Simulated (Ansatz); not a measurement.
Start from `[CH3][Hf]([OH])([OH])[F]` and change one atom or group to get `[OH][Hf]([OH])([F])[SeH]`.

Ansatz, PBE0-D4/def2-TZVP geometries, multiplicity 1. Each molecule was computed in one conformer, which needn't be the lowest.

Elements past krypton have def2 core potentials. Scalar relativity is left out up to krypton. Spin–orbit coupling is left out; it splits and shifts lone-pair levels of the heavy atoms by tenths of an eV.

```json
{"property": "HOMO energy (B3LYP/def2-TZVPP) / eV", "`[CH3][Hf]([OH])([OH])[F]`": "-7.36"}
{"property": "HOMO–LUMO gap (B3LYP/def2-TZVPP) / eV", "`[CH3][Hf]([OH])([OH])[F]`": "6.94"}
{"property": "LUMO energy (ωB97M-V/def2-TZVPP) / eV", "`[CH3][Hf]([OH])([OH])[F]`": "0.96"}
{"property": "LUMO energy (PBE/def2-TZVPP) / eV", "`[CH3][Hf]([OH])([OH])[F]`": "-0.79"}
{"property": "HOMO–LUMO gap (PBE/def2-TZVPP) / eV", "`[CH3][Hf]([OH])([OH])[F]`": "5.48"}
{"property": "ideal-gas entropy at 298 K and 1 bar (rigid rotor, harmonic PBE0-D4/def2-TZVP) / J/(mol·K)", "`[CH3][Hf]([OH])([OH])[F]`": "405"}
```

**Question.** What does the change do to each property? (Best estimate.)

**Answer.** Ansatz gave: 
```json
{"property": "HOMO energy (B3LYP/def2-TZVPP) / eV", "`[OH][Hf]([OH])([F])[SeH]`": "-6.69", "shift": "0.67"}
{"property": "HOMO–LUMO gap (B3LYP/def2-TZVPP) / eV", "`[OH][Hf]([OH])([F])[SeH]`": "5.95", "shift": "-0.99"}
{"property": "LUMO energy (ωB97M-V/def2-TZVPP) / eV", "`[OH][Hf]([OH])([F])[SeH]`": "0.81", "shift": "-0.15"}
{"property": "LUMO energy (PBE/def2-TZVPP) / eV", "`[OH][Hf]([OH])([F])[SeH]`": "-1.35", "shift": "-0.56"}
{"property": "HOMO–LUMO gap (PBE/def2-TZVPP) / eV", "`[OH][Hf]([OH])([F])[SeH]`": "4.44", "shift": "-1.04"}
{"property": "ideal-gas entropy at 298 K and 1 bar (rigid rotor, harmonic PBE0-D4/def2-TZVP) / J/(mol·K)", "`[OH][Hf]([OH])([F])[SeH]`": "423", "shift": "18"}
```

With PBE0 the HOMO rises by 0.66 eV and the LUMO falls by 0.39 eV, so the gap narrows by about 1.05 eV. PBE moves the HOMO by 0.47 eV and ωB97M-V by 0.82 eV. The zero-point energy changes by -70.3 kJ/mol with -6 modes.

Positive LUMOs are unbound, so they and the gaps depend on the basis.

B3LYP here is the variant with VWN-RPA as its local correlation; programs differ in this.
